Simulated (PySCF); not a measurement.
# Electron correlation in Br (bromine, neutral)

[Ar] 3d10 4s2 4p5, 2P determinant. All numbers are calculated (PySCF 2.14, the spin-free X2C one-electron Hamiltonian (Gaussian nucleus), in x2c-TZVPPall with one added diffuse shell each of s, p, d type (7s6p5d1f, 57 functions)). Frozen: [Ar] 3d10; 7 electrons correlated.

```json
{"level": "CCSD", "correlation energy (mhartree)": "-153.57"}
{"level": "(T)", "correlation energy (mhartree)": "-4.59"}
{"level": "CCSD(T)", "correlation energy (mhartree)": "-158.16"}
```

Diagnostics: T1 = 0.0063, D1 = 0.0207, largest double amplitude 0.037.

Question: Is a single reference adequate?

Answer: Yes, within this model without spin-orbit coupling: T1 lies below 0.03 and no double amplitude reaches 0.07.
